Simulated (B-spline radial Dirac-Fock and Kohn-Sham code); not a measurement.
Auger decay of the 1s hole in Fe⁷⁺

System: Fe⁷⁺ in the configuration [Ar] 3d1.

Input file task.json (cfg lists n, l and occupation; rrms is the nuclear radius in fm):

```json
{"items": [{
  "Z": 26,
  "q": 7,
  "cfg": [[1, 0, 2], [2, 0, 2], [2, 1, 6], [3, 0, 2], [3, 1, 6], [3, 2, 1]],
  "A": 56,
  "rrms": 3.7377,
  "do": ["binding", "quiet", "decay"],
  "holes": ["K", "L1", "L2", "L3", "M1", "M2", "M3"]
}]}
```

Run with: `python xray_run.py task.json out`

The computed values come from a B-spline atomic structure program: independent-particle radiative and Coulomb Auger rates from relativistic LDA hole-state orbitals, with Dirac-Fock energies. Kinetic energies are configuration averages from the vacuum level; the two-hole energies are estimated from single-hole states.

| transition | kinetic energy (eV) | width (meV) | share (%) |
| --- | --- | --- | --- |
| K-L1L1 | 5160.1 | 48.3 | 6.1 |
| K-L1L2 | 5293.0 | 56.3 | 7.1 |
| K-L1L3 | 5305.6 | 103 | 12.9 |
| K-L2L2 | 5404.5 | 10.4 | 1.3 |
| K-L2L3 | 5421.9 | 252 | 31.6 |
| K-L3L3 | 5433.3 | 140 | 17.6 |
| K-L1M1 | 5975.4 | 15.1 | 1.9 |
| K-L1M2 | 6016.8 | 8.92 | 1.1 |
| K-L1M3 | 6018.9 | 16.3 | 2.0 |
| K-L2M1 | 6101.8 | 7.54 | 0.9 |
| K-L3M1 | 6114.1 | 13.8 | 1.7 |
| K-L2M2 | 6145.4 | 3.11 | 0.4 |
| K-L2M3 | 6146.0 | 34.5 | 4.3 |
| K-L3M2 | 6156.1 | 34.2 | 4.3 |
| K-L3M3 | 6158.9 | 39.0 | 4.9 |
| K-M2M3 | 6844.1 | 4.76 | 0.6 |

For K holes below about Z = 40 intermediate coupling redistributes the KLL shares among these jj groups. The listed channels hold 99 % of the non-radiative rate. Summed by principal shells, of 0.796 eV in all: KLL 76.6 %, KLM 21.8 %, KMM 1.6 %.
